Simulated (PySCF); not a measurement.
Compound: AlCl2(CN), CAlCl2N.
SMILES: `[Al]([Cl])([Cl])[C]#N`

The closed-shell ground state was solved at several levels (PySCF, density fitting, gas phase, non-relativistic). Isolated species at its PBE0-D3(BJ)/def2-SVP geometry, gas phase.

```
                         level  basis functions  HOMO (eV)  LUMO (eV)  gap (eV)  dipole (D)
PBE0/pcSseg-1 (pcSseg-2 on Al)              125      -9.95      -2.45      7.50        2.04
 PBE/pcSseg-1 (pcSseg-2 on Al)              125      -8.51      -3.22      5.29        2.03
             wB97X-D/def2-SVPD              118     -11.84      -0.70     11.14        2.20
```

(1) What might B3LYP/pcSseg-1 (pcSseg-2 on Al) (125 basis functions) give for the same quantities?

(2) Over all these levels, which gives the widest orbital gap and which the narrowest?

(3) In the pcSseg-1 (pcSseg-2 on Al) basis, how does the gap go with the fixed share of exact exchange?

(4) How far do the dipole and the HOMO energy spread over the levels?

Results:

(1) HOMO -9.63 eV, LUMO -2.63 eV, gap 7.00 eV, dipole 2.08 D.

(2) wB97X-D/def2-SVPD (range-separated hybrid) has the widest, 11.14 eV, and PBE/pcSseg-1 (pcSseg-2 on Al) (GGA) the narrowest, 5.29 eV. Functional and basis both differ between the two, so the spread mixes both effects.

(3) PBE (0 %) 5.29 eV; B3LYP (20 %) 7.00 eV; PBE0 (25 %) 7.50 eV. Each rise in the share widens the gap here.

(4) The dipole runs from 2.03 to 2.20 D (mean 2.09 D) and the HOMO from -11.84 to -8.51 eV.
